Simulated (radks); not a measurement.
He II, configuration 1s1 (the NIST ground configuration).

All-electron calculation, non-relativistic Kohn-Sham, PW91, spin-polarised, spherical densities, point nucleus; open shells are filled with parallel spins first. Program: a radial shooting solver on a logarithmic mesh with Libxc functionals.

Energy parts (hartree):
part                    energy
total                 -1.99678
kinetic                1.99063
electron-nucleus      -3.98992
Hartree                0.61940
exchange-correlation  -0.61689

Orbitals (lengths in bohr, moments of r in powers of bohr; <r^-3> diverges for s and p1/2; r(90%) holds 90 % of the orbital's charge):
orbital  occ.  eigenvalue (hartree)  r(90%)  <r^-3>
1s up       1              -1.54945    1.36       -

The highest occupied level is 1s up at -42.163 eV. The electron density at the nucleus is 2.599 e/bohr^3.
